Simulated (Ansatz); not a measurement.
Ansatz (a quantum-chemistry and plane-wave program) input (CCSD(T)/def2-SVP):

Ansatz 0.2 input:
```yaml
crystal:
  periodic: [false, false, false]
  atoms:
    - {symbol: Ga, position_ang: [0.00000000, 0.00000000, 0.00000000]}
    - {symbol: I, position_ang: [0.00000000, 0.00000000, 2.38685459]}
    - {symbol: I, position_ang: [-0.00000000, -0.00000000, -2.38685459]}
basis:
  gaussian:
    orbitals: def2-SVP
total_charge: 1
magnetization: {spin_polarized: false}
correlation: {method: ccsd_t, electrons: outside_noble_gas}
```

End of the output:

```
32 core orbitals not correlated
reference -68467.79422409 eV, -2516.1450285975 hartree; 8, 8 occupied and 44, 44 virtual orbitals, 987 factors
second order -6.36170725 eV of doubles, -0.00000000 eV of singles
coupled cluster: 0.14 GiB planned
cycle   1  -6.76075062 eV  change   -4.0e-1 eV  update   8.2e-2
cycle   2  -6.93201448 eV  change   -1.7e-1 eV  update   2.5e-2
cycle   3  -6.97572670 eV  change   -4.4e-2 eV  update   1.5e-2
cycle   4  -6.97217332 eV  change    3.6e-3 eV  update   3.7e-3
cycle   5  -6.97090787 eV  change    1.3e-3 eV  update   1.1e-3
cycle   6  -6.97083117 eV  change    7.7e-5 eV  update   2.9e-4
cycle   7  -6.97083109 eV  change    7.8e-8 eV  update   9.4e-5
cycle   8  -6.97085235 eV  change   -2.1e-5 eV  update   2.8e-5
cycle   9  -6.97084956 eV  change    2.8e-6 eV  update   7.9e-6
perturbative correction -0.23279797 eV, -0.0085551676 hartree
Total energy: -68474.99787162 eV, -2516.4097577613 hartree
```
